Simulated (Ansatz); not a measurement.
Consider the atomization: `C[SiH](C)NP` → 2 C• + 10 H• + N• + P• + Si•.

Program: Ansatz. Geometries: PBE0-D4/def2-TZVP. ΔE: electronic, gas phase. CBS: MP2 limit from def2 TZ/QZ plus the TZ coupled-cluster correction, frozen cores. This one scheme is used for every species, atoms too. Open shells (•) are unrestricted, without spin–orbit coupling. Spin–orbit coupling would lower the free atoms: a little for C, Si. One conformer a species, not always the lowest.

| species | MP2/def2-QZVPP energy (Eh) |
| --- | --- |
| `C[SiH](C)NP` | -766.74610 |
| C• | -37.76525 |
| H• | -0.49998 |
| N• | -54.50773 |
| P• | -340.80869 |
| Si• | -288.91898 |

Q: Work out ΔE.

A: ΔE = 10 × (-0.49998) + 2 × (-37.76525) + (-54.50773) + (-340.80869) + (-288.91898) − (-766.74610) = 1.98040 Eh = +1242.7 kcal/mol. CCSD(T)/CBS gives +1254.0 kcal/mol.

Largest T1 diagnostic among the species: 0.012.

From PBE to PBE0 (25 % exact exchange), in def2-TZVPP and without D4, ΔE moves by −12.0 kcal/mol: exact exchange takes away binding that semilocal exchange gives to molecules. The D4 term adds +13.2 kcal/mol with B3LYP and +7.1 kcal/mol with PBE0; it sums over pairs of atoms, weighted by their polarisabilities, and B3LYP, whose exchange is more repulsive, gets the larger term. In def2-TZVPP, CCSD(T) changes the Hartree–Fock value by +301.5 kcal/mol (the triples alone add +14.6 kcal/mol) and MP2 by +303.9 kcal/mol; breaking electron pairs costs correlation energy, which Hartree–Fock lacks.

B3LYP here is the variant with VWN-RPA as its local correlation; programs differ in this.

For atomizations the MP2-based limit and the directly extrapolated one differ by several kJ/mol either way, and by 10 to 25 for some Ge, Se and Sn compounds, so smaller differences from it don't rank the levels.
